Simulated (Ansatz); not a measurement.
This geometry of BrF₂H₅W (9 atoms, charge 0, multiplicity 1) is a first-order saddle point.

Level of theory: RKS CAM-B3LYP-D4/def2-SVP in Ansatz 0.2.0.

```xyz
9
Properties=species:S:1:pos:R:3
W 0.115 0.124 -0.046
F 0.360 0.372 1.992
H 1.143 -1.043 0.594
H -1.078 1.118 0.597
H -1.481 -0.312 -0.297
H -0.277 -1.483 -0.299
F 0.616 0.641 -1.713
Br 2.083 2.142 0.740
H 1.267 1.303 1.792
```

(1) Which two structures does it join? (They come from a converged band through this point; their orientation in space is the band's.)

(2) How far does it lie above each of them?

Results:

(1) Bonds broken: Br8–H9. Bonds formed: F2–H9.

Initial state:

```xyz
9
Properties=species:S:1:pos:R:3
W 0.038 0.044 -0.036
F -0.046 -0.050 1.833
H 1.341 -1.031 0.382
H -1.072 1.315 0.390
H -1.581 -0.345 -0.262
H -0.307 -1.584 -0.268
F 0.588 0.616 -1.680
Br 2.062 2.123 0.829
H 1.725 1.774 2.172
```

Final state:

```xyz
9
Properties=species:S:1:pos:R:3
W 0.247 0.260 -0.319
F 0.139 0.137 2.107
H 1.461 -0.645 0.380
H -0.689 1.447 0.387
H -1.344 -0.123 0.059
H -0.091 -1.342 0.054
F 0.314 0.336 -2.136
Br 1.928 1.985 0.542
H 0.782 0.806 2.286
```

(2) 0.208 eV above the first and 0.721 eV above the second. This is the barrier of this one path; another mechanism may lie lower. The orbitals stay closed-shell, which can raise the energy where a bond breaks towards radicals; this wasn't checked here.

Run time: 4.2 min on 4 threads of Arm Neoverse V2, on a shared host, peak memory 0.37 GiB.
